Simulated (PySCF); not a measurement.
**Computed properties of C2H5FO2Si, SMILES C(C=O)[Si@H](O)F**

C2H5FO2Si, SMILES O=CC[Si@H](O)F. The structure is a stationary point at B3LYP-D3(BJ)/def2-SVP. The structure was generated by enumeration; whether it is a known compound was not checked. One conformer was computed; it need not be the lowest. All values are computed for the isolated molecule unless a solvent is named; none is compared with measurement here.

**Structure.** All 27 harmonic modes at B3LYP-D3(BJ)/def2-SVP (PySCF) are real, so it is a minimum. With heavy atoms numbered as in [O:1]=[CH:2][CH2:3][Si@H:4]([OH:5])[F:6], the shortest bond between them is O1–C2 at 1.214 Å and the longest C3–Si4 at 1.896 Å.

**Vibrations.** The strongest infrared lines (harmonic, unscaled, degenerate partners summed) lie at 987 cm⁻¹ (296 km/mol, H 32 %, Si 30 %, O 16 %, C 14 %, F 8 %), 3685 cm⁻¹ (209 km/mol, H 94 %), 1799 cm⁻¹ (170 km/mol, C 60 %, O 37 %). The softest mode is at 71 cm⁻¹ and the zero-point energy is 46.1 kcal/mol.

**Electronic structure.** M06-2X/def2-TZVP (PySCF) places the frontier levels at -9.63 and -0.40 eV, a gap of 9.23 eV, and gives a dipole moment of 3.53 D and a mean polarisability of 50.9 bohr³. PBE/def2-TZVP (PySCF) at the same geometry gives -6.51 and -2.60 eV, so its gap is 5.32 eV narrower. An orbital gap is neither the optical nor the fundamental gap.

**Excitations.** TDDFT-ωB97X/def2-SVPD (PySCF) has S1 at 4.38 eV (283 nm, f = 0.001, dark); the most intense of the 10 singlets computed lies at 9.05 eV (f = 0.14). T1 (TDA) is at 3.85 eV. TDDFT-PBE/def2-SVPD (PySCF) puts S1 at 4.10 eV. No vertical singlet excitation falls in the visible range (under 3.1 eV).

**NMR.** GIAO shifts at B3LYP/pcSseg-1 (PySCF) (non-relativistic, atoms alike by connectivity averaged): ¹³C from 39.0 to 214.1 ppm against TMS; ¹H from 2.3 to 10.4 ppm against TMS; ²⁹Si at -18.3 ppm against TMS; ¹⁹F at -151.8 ppm against CFCl3.

**Solvation.** SMD-B3LYP/def2-SVP (PySCF) gives -4.9 kcal/mol in water, -6.3 kcal/mol in dimethylsulfoxide, -4.8 kcal/mol in chloroform (1 M in both phases, gas-phase geometry); of these solvents dimethylsulfoxide holds the molecule best.
